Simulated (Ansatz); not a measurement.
Species: InH, charge 1, multiplicity 2. SMILES of the parent species: [InH]

Atoms: In1, H2. Bonds: In1-H2.

Bond lengths (Å) and angles (degrees) optimised at HF/3-21G with Ansatz (a quantum-chemistry and plane-wave program); HF/6-31G* with LANL2DZ past Ar with Ansatz; PBE/6-31G* with LANL2DZ past Ar with Ansatz; B3LYP/LANL2DZ with Ansatz; B3LYP/6-31G* with LANL2DZ past Ar with Ansatz; MP2/6-31G* with LANL2DZ past Ar with Ansatz, each started from the B3LYP-D3(BJ)/def2-TZVP structure (Ansatz) of the last column. A row stands for all coordinates that are equal there. 6-31G* holds six Cartesian d functions.

```tsv
coordinate	HF/3-21G	HF/6-31G* with LANL2DZ past Ar	PBE/6-31G* with LANL2DZ past Ar	B3LYP/LANL2DZ	B3LYP/6-31G* with LANL2DZ past Ar	MP2/6-31G* with LANL2DZ past Ar	B3LYP-D3(BJ)/def2-TZVP
In1-H2	1.837	1.884	1.855	1.831	1.832	1.877	1.890
```

Mean signed difference of all 1 bond lengths from B3LYP-D3(BJ)/def2-TZVP: HF/3-21G -0.053 Å, HF/6-31G* with LANL2DZ past Ar -0.006 Å, PBE/6-31G* with LANL2DZ past Ar -0.035 Å, B3LYP/LANL2DZ -0.059 Å, B3LYP/6-31G* with LANL2DZ past Ar -0.058 Å, MP2/6-31G* with LANL2DZ past Ar -0.013 Å.
